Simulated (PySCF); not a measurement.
**Working out the ionisation energy of Br²⁺**

Br²⁺ [Ar] 3d10 4s2 4p3 (4S) → Br³⁺ [Ar] 3d10 4s2 4p2 (3P). Computed with PySCF 2.14 in aug-cc-pVDZ-PP with ECP10MDF, with scalar relativity through the core potential. Frozen: 3s2 3p6 3d10. Energies in hartree (1 hartree = 27.21139 eV):

```tsv
part	Br²⁺ (lower)	Br³⁺ (upper)
UHF	-414.339013	-413.066553
CCSD correlation	-0.072921	-0.061530
(T)	-0.000655	-0.000525
```

Problem. What does Hartree-Fock give?

Solution. (-413.066553) − (-414.339013) = 1.272460 hartree = 34.625 eV.

Problem. What do CCSD and CCSD(T) give?

Solution. The CCSD correlation energies differ by 0.011391 hartree = 0.310 eV and the triples by 0.000130 hartree = 0.004 eV, so CCSD gives 34.935 eV and CCSD(T) 34.939 eV.

Reference: 34.871 ± 0.019 eV (measured; NIST Atomic Spectra Database, ionization energies), between the lowest levels; spin-orbit coupling is absent from the calculation.

A double-zeta basis recovers only part of the correlation energy.

What remains against the reference includes basis incompleteness, the frozen core and higher excitations.
